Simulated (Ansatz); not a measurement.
A single point on C2H7FOSi (`CO[SiH](C)F`).

```yaml
crystal:
  periodic: [false, false, false]
  atoms:
    - {symbol: C, position_ang: [0.569125, 2.004372, -0.452853]}
    - {symbol: O, position_ang: [-0.097302, 0.916735, 0.149116]}
    - {symbol: Si, position_ang: [0.137767, -0.645966, -0.243578]}
    - {symbol: C, position_ang: [-0.844631, -1.685111, 0.918525]}
    - {symbol: F, position_ang: [-0.362548, -0.908063, -1.743172]}
    - {symbol: H, position_ang: [0.458484, 2.875774, 0.194545]}
    - {symbol: H, position_ang: [1.638450, 1.801094, -0.582908]}
    - {symbol: H, position_ang: [0.135101, 2.235465, -1.430134]}
    - {symbol: H, position_ang: [1.592448, -0.947766, -0.259026]}
    - {symbol: H, position_ang: [-1.902223, -1.415156, 0.872228]}
    - {symbol: H, position_ang: [-0.499424, -1.543006, 1.945110]}
    - {symbol: H, position_ang: [-0.748247, -2.743572, 0.666149]}
basis:
  gaussian: {orbitals: def2-TZVPP}
hamiltonian: {xc: pbe}
correlation: {method: rpa}
```

```sh
$ ansatz run in.yaml --threads 4 --pin off --events-out ev --progress --plain --max-ram 10444MiB
```

It prints (some lines left out):

```
Functional definition: PBE
1557 factors; integrals over basis functions are off by at most 1.2e-3 eV
mean field evaluation 1: about -14808.6673 eV, gradient 8.8e1 eV
mean field evaluation 2: about -14808.6611 eV, gradient 8.8e1 eV
mean field evaluation 4: about -14822.0906 eV, gradient 3.4e1 eV
mean field evaluation 8: about -14824.1234 eV, gradient 2.0e-1 eV
mean field evaluation 16: about -14824.1231 eV, gradient 3.2e-4 eV
mean field -14824.12307989 eV, -544.7764750345 hartree, gradient 3.7e-6 eV, S^2 0.000000; 0 other end points of the search recorded, 0 dependent functions left out
9 core orbitals not correlated: weight in the atoms' cores, before any rotation towards them, 1.000 or more for the frozen orbitals, at most 0.000 for the correlated occupied ones
reference -14782.15762852 eV, -543.2342731418 hartree; 16, 16 occupied and 239, 239 virtual orbitals, 1557 factors
Total energy: -14824.41858046 eV, -544.7873344801 hartree
```

Hardware: 4 threads of an Arm Neoverse V1 on a shared host. Wall time 6 s, peak host memory 0.62 GiB.
